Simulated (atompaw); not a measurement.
**Before and after: PAW (atompaw) potential for Nb (Z = 41)**

Nb, PAW, made with atompaw 4.2.0.5 (PBE, non-relativistic). Core [Ar] 3d10, reference 4s2 4p6 4d4.5 5s0.5 5p0. Waves: 4s (bound); 5s (bound); 4p (bound); 5p (bound, empty); 4d (bound); 4d channel at 0.35 Ry; 4f channel at 0.35 Ry; 4f channel at 2.15 Ry. Local part: troulliermartins scheme with l = 4 at 0 Ry, radius 1.90 bohr. Core correction: smooth core density matched at 2.50 bohr. Augmentation charge: sinc compensation charge, radius 2.00 bohr; PAW radius 2.55 bohr; waves and projectors: bloechl.

All-electron outer shells of the reference configuration (PBE, non-relativistic, ld1.x):

```tsv
shell	level (eV)	outermost node (bohr)	outermost maximum (bohr)
3d	-198.27	–	0.33
4s	-54.28	0.55	1.06
4p	-32.88	0.55	1.13
5s	-3.39	1.45	3.23
4d	-2.51	0.55	1.49
5p	-0.93	1.65	4.48
```

Change: all radii scaled by about 0.88 (s 1.68, p 1.46, d 2.24, f 1.80 bohr); local potential troulliermartins scheme with l = 4 at 0 Ry, radius 1.68 bohr; augmentation sinc compensation charge, radius 1.76 bohr; PAW radius 2.24 bohr; waves and projectors: bloechl; core correction smooth core density matched at 2.20 bohr.

Cutoffs: the cutoffs (Ry, on a coarse ladder) from which the occupation-weighted sum of valence levels, in a spherical-Bessel basis at the reference potential, stays within 10 and 1 mRy of its value at 400 Ry; they do not see the model core or the augmentation charge, which bear on the density cutoff.

Problem. What does the change do?

Solution. The potential gets harder (40 Ry and 60 Ry → 55 Ry and 80 Ry); neither file shows a bound ghost. A smaller radius makes the pseudo-wave follow the all-electron one further in, where it bends more sharply, so more plane waves are needed.

| quantity | base | changed |
| --- | --- | --- |
| cutoff, loose | 40 Ry | 55 Ry |
| cutoff, tight | 60 Ry | 80 Ry |
| loose cutoff by channel (10 mRy a level) | s 21 Ry, p 30 Ry, d 21 Ry | s 30 Ry, p 35 Ry, d 25 Ry |
| bound ghosts | none | none |
| lowest overlap eigenvalue by channel | s 0.35, p 0.69, d 0.02, f 0.11 | s 0.32, p 0.60, d 0.01, f 0.06 |

 The cutoffs see the waves, projectors and local potential, not the compensation charge or the core.
